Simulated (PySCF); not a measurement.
## Radial density of Pt²⁺ (platinum, charge +2)

BHandHLYP, [Xe] 4f14 5d8, high-spin 3F determinant. Computed with PySCF 2.14 in ANO-RCC-VTZP (8s7p5d3f1g, 84 functions), with the spin-free X2C one-electron Hamiltonian (Gaussian nucleus).

```json
{"r (bohr)": "0.0192", "4πr²ρ (e/bohr)": "96.02", "4πr²(ρα − ρβ)": "-0.0011"}
{"r (bohr)": "0.0323", "4πr²ρ (e/bohr)": "112.2", "4πr²(ρα − ρβ)": "0.0030"}
{"r (bohr)": "0.0543", "4πr²ρ (e/bohr)": "145.5", "4πr²(ρα − ρβ)": "0.0450"}
{"r (bohr)": "0.0914", "4πr²ρ (e/bohr)": "112.4", "4πr²(ρα − ρβ)": "0.1455"}
{"r (bohr)": "0.154", "4πr²ρ (e/bohr)": "134.2", "4πr²(ρα − ρβ)": "0.0538"}
{"r (bohr)": "0.259", "4πr²ρ (e/bohr)": "72.93", "4πr²(ρα − ρβ)": "0.0941"}
{"r (bohr)": "0.435", "4πr²ρ (e/bohr)": "82.34", "4πr²(ρα − ρβ)": "0.2000"}
{"r (bohr)": "0.732", "4πr²ρ (e/bohr)": "27.47", "4πr²(ρα − ρβ)": "0.3029"}
{"r (bohr)": "1.23", "4πr²ρ (e/bohr)": "14.45", "4πr²(ρα − ρβ)": "1.6725"}
{"r (bohr)": "2.07", "4πr²ρ (e/bohr)": "3.015", "4πr²(ρα − ρβ)": "0.6325"}
{"r (bohr)": "3.48", "4πr²ρ (e/bohr)": "0.1808", "4πr²(ρα − ρβ)": "0.0334"}
{"r (bohr)": "5.86", "4πr²ρ (e/bohr)": "0.001167", "4πr²(ρα − ρβ)": "-0.0001"}
```

Densities and radii are taken from the X2C orbitals without a picture-change correction, which distorts them close to the nucleus.

Spin-orbit coupling, absent here, splits the open shell strongly.
